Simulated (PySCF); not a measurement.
SCF from a fresh guess for quintet CoS₃⁻, at the PBE minimum. PySCF input:

```python
from pyscf import gto, scf, dft
mol = gto.M(atom='''
Co     0.000000     0.000000     0.195700
S      1.433090     0.000000    -1.308780
S     -0.000000     0.000000     2.256840
S     -1.433090     0.000000    -1.308780''',
    basis={'Co': 'def2-SVPD', 'S': 'def2-SVPD'},
    charge=-1, spin=4)
mf = dft.UKS(mol, xc='PBE')
mf.grids.atom_grid = (50, 194)
aux = {'Co': 'def2-universal-JKFIT', 'S': 'def2-universal-JKFIT'}
mf = mf.density_fit(auxbasis=aux)
mf.conv_tol = 1e-08
mf.diis_space = 10
mf.max_cycle = 60
mf.init_guess = 'minao'
mf.verbose = 4
mf.kernel()
```

Excerpt of the output (cycles alone); where DIIS stalls, ADIIS, DIIS with a small level shift and a second-order solver take over in turn:

```
init E= -2575.329018711
cycle= 1 E= -2556.40396507449  delta_E= 18.9  |g|= 4.07  |ddm|= 63.3
cycle= 2 E= -2527.23183767267  delta_E= 29.2  |g|=  5.7  |ddm|= 72.6
cycle= 3 E= -2568.72554683948  delta_E= -41.5  |g|= 3.64  |ddm|= 39.7
cycle= 4 E= -2572.09076274097  delta_E= -3.37  |g|=  2.6  |ddm|= 3.38
cycle= 5 E= -2569.39170756386  delta_E=  2.7  |g|= 2.58  |ddm|= 10.1
cycle= 6 E= -2575.54549889662  delta_E= -6.15  |g|= 1.01  |ddm|= 9.86
cycle= 7 E= -2575.25943806134  delta_E= 0.286  |g|= 1.41  |ddm|=  2.3
cycle= 8 E= -2576.1585190922  delta_E= -0.899  |g|= 0.398  |ddm|= 1.95
cycle= 9 E= -2575.71699397997  delta_E= 0.442  |g|= 1.15  |ddm|= 1.63
cycle= 10 E= -2576.20428593824  delta_E= -0.487  |g|= 0.263  |ddm|= 1.35
cycle= 11 E= -2576.18288639559  delta_E= 0.0214  |g|= 0.36  |ddm|= 0.252
cycle= 12 E= -2576.17349849269  delta_E= 0.00939  |g|= 0.398  |ddm|= 0.0275
cycle= 13 E= -2576.20642328746  delta_E= -0.0329  |g|= 0.253  |ddm|= 0.167
cycle= 14 E= -2576.22414556146  delta_E= -0.0177  |g|= 0.0901  |ddm|= 0.0974
cycle= 15 E= -2576.22658718794  delta_E= -0.00244  |g|= 0.0146  |ddm|= 0.0481
cycle= 16 E= -2576.22666064665  delta_E= -7.35e-05  |g|= 0.00224  |ddm|= 0.0103
cycle= 17 E= -2576.22666351061  delta_E= -2.86e-06  |g|= 0.000774  |ddm|= 0.00337
cycle= 18 E= -2576.22666376393  delta_E= -2.53e-07  |g|= 0.000105  |ddm|= 0.000976
cycle= 19 E= -2576.22666376659  delta_E= -2.66e-09  |g|= 8.72e-05  |ddm|= 0.00018
Extra cycle  E= -2576.226663327  delta_E= 4.4e-07  |g|= 0.00117  |ddm|= 0.000763
SCF not converged.
init E= -2575.329018711
cycle= 1 E= -2556.40396507448  delta_E= 18.9  |g|= 4.07  |ddm|= 63.3
cycle= 2 E= -2527.23183767267  delta_E= 29.2  |g|=  5.7  |ddm|= 72.6
cycle= 3 E= -2568.24788626661  delta_E=  -41  |g|= 3.71  |ddm|= 39.3
cycle= 4 E= -2565.29341590167  delta_E= 2.95  |g|= 3.48  |ddm|= 7.18
cycle= 5 E= -2575.94061921636  delta_E= -10.6  |g|= 0.659  |ddm|= 6.47
cycle= 6 E= -2572.84167627498  delta_E=  3.1  |g|= 1.81  |ddm|=   17
cycle= 7 E= -2575.39941395877  delta_E= -2.56  |g|= 1.32  |ddm|= 16.9
cycle= 8 E= -2572.94756525835  delta_E= 2.45  |g|= 2.71  |ddm|= 2.19
cycle= 9 E= -2575.63913580517  delta_E= -2.69  |g|= 1.38  |ddm|= 1.59
cycle= 10 E= -2576.08027126306  delta_E= -0.441  |g|= 0.47  |ddm|= 1.18
cycle= 11 E= -2575.98284991357  delta_E= 0.0974  |g|= 0.697  |ddm|= 1.03
cycle= 12 E= -2576.21963751481  delta_E= -0.237  |g|= 0.146  |ddm|= 0.831
cycle= 13 E= -2575.34629407922  delta_E= 0.873  |g|= 1.57  |ddm|= 1.41
cycle= 14 E= -2576.17481252528  delta_E= -0.829  |g|= 0.415  |ddm|= 1.45
cycle= 15 E= -2576.22437915213  delta_E= -0.0496  |g|= 0.0584  |ddm|= 0.294
cycle= 16 E= -2576.19396102729  delta_E= 0.0304  |g|= 0.313  |ddm|= 0.221
cycle= 17 E= -2576.22487142126  delta_E= -0.0309  |g|= 0.0582  |ddm|= 0.165
cycle= 18 E= -2576.21706819234  delta_E= 0.0078  |g|= 0.124  |ddm|= 0.175
cycle= 19 E= -2576.22291816321  delta_E= -0.00585  |g|= 0.109  |ddm|= 0.109
cycle= 20 E= -2576.22268171267  delta_E= 0.000236  |g|= 0.0988  |ddm|= 0.122
SCF not converged.
init E= -2576.22268171267
cycle= 1 E= -2576.07862110882  delta_E= 0.144  |g|= 0.693  |ddm|= 0.451
cycle= 2 E= -2564.75433380133  delta_E= 11.3  |g|=  4.6  |ddm|=  109
cycle= 3 E= -2575.33947688156  delta_E= -10.6  |g|= 1.54  |ddm|=  106
cycle= 4 E= -2575.702420657  delta_E= -0.363  |g|=  1.2  |ddm|=  3.9
cycle= 5 E= -2576.02067644916  delta_E= -0.318  |g|= 0.656  |ddm|= 0.936
cycle= 6 E= -2576.19019404432  delta_E= -0.17  |g|= 0.146  |ddm|= 0.474
cycle= 7 E= -2576.19964801951  delta_E= -0.00945  |g|= 0.0651  |ddm|= 0.177
cycle= 8 E= -2576.19958788387  delta_E= 6.01e-05  |g|= 0.0762  |ddm|= 0.0765
cycle= 9 E= -2576.19994708138  delta_E= -0.000359  |g|= 0.074  |ddm|= 0.0353
cycle= 10 E= -2576.20076491889  delta_E= -0.000818  |g|= 0.0568  |ddm|= 0.0255
cycle= 11 E= -2576.20173966946  delta_E= -0.000975  |g|= 0.0196  |ddm|= 0.0282
cycle= 12 E= -2576.2019212291  delta_E= -0.000182  |g|= 0.00651  |ddm|= 0.0175
cycle= 13 E= -2576.20196152452  delta_E= -4.03e-05  |g|= 0.0015  |ddm|= 0.0126
cycle= 14 E= -2576.20197820081  delta_E= -1.67e-05  |g|= 0.00108  |ddm|= 0.0101
cycle= 15 E= -2576.20199174152  delta_E= -1.35e-05  |g|= 0.00124  |ddm|= 0.011
cycle= 16 E= -2576.20200056202  delta_E= -8.82e-06  |g|= 0.00164  |ddm|= 0.00862
cycle= 17 E= -2576.20200760009  delta_E= -7.04e-06  |g|= 0.00182  |ddm|= 0.00814
cycle= 18 E= -2576.20201258721  delta_E= -4.99e-06  |g|= 0.00135  |ddm|= 0.00636
cycle= 19 E= -2576.20201640737  delta_E= -3.82e-06  |g|= 0.000801  |ddm|= 0.00696
cycle= 20 E= -2576.20201839984  delta_E= -1.99e-06  |g|= 0.000711  |ddm|= 0.00468
cycle= 21 E= -2576.20201973587  delta_E= -1.34e-06  |g|= 0.000551  |ddm|= 0.00383
cycle= 22 E= -2576.20202053265  delta_E= -7.97e-07  |g|= 0.000295  |ddm|= 0.00281
cycle= 23 E= -2576.20202090492  delta_E= -3.72e-07  |g|= 0.000238  |ddm|= 0.00208
cycle= 24 E= -2576.20202109931  delta_E= -1.94e-07  |g|= 0.000212  |ddm|= 0.0015
cycle= 25 E= -2576.20202120315  delta_E= -1.04e-07  |g|= 0.000159  |ddm|= 0.00111
cycle= 26 E= -2576.20202126423  delta_E= -6.11e-08  |g|= 0.000117  |ddm|= 0.000809
cycle= 27 E= -2576.20202129419  delta_E= -3e-08  |g|= 9.51e-05  |ddm|= 0.000573
cycle= 28 E= -2576.20202130904  delta_E= -1.49e-08  |g|= 7.97e-05  |ddm|= 0.000395
cycle= 29 E= -2576.20202131676  delta_E= -7.71e-09  |g|= 6.6e-05  |ddm|= 0.00029
Extra cycle  E= -2576.01778435665  delta_E= 0.184  |g|= 0.787  |ddm|= 1.31
SCF not converged.
macro= 0  E= -2576.18082766626  delta_E= -0.163043  |g|= 0.196076  3 KF 18 JK
macro= 1  E= -2576.22398432511  delta_E= -0.0431567  |g|= 0.058473  4 KF 23 JK
macro= 2  E= -2576.22642101802  delta_E= -0.00243669  |g|= 0.0419771  2 KF 7 JK
macro= 3  E= -2576.22666342827  delta_E= -0.00024241  |g|= 0.00122303  3 KF 13 JK
macro= 4  E= -2576.22666376869  delta_E= -3.40421e-07  |g|= 7.56834e-05  2 KF 8 JK
macro= 5  E= -2576.22666376869  delta_E= -3.63798e-12  |g|= 3.52497e-05  1 KF 2 JK
macro X = 6  E=-2576.22666376869  |g|= 3.52497e-05  total 16 KF 78 JK
converged SCF energy = -2576.22666376869  <S^2> = 6.0203924  2S+1 = 5.0081503
```

No lower solution of this spin was found from smeared starts or by a stability analysis within the unrestricted form.

Other spin states or occupations of the open shell can lie lower.

The search for the lowest solution, 2 starts and the stability check together, took 36 s on 4 threads of a shared Arm Neoverse V2 host, with 115 basis functions; the process peaked at 0.48 GiB. Launch command: `OMP_NUM_THREADS=4 python axn.py task.json out`.
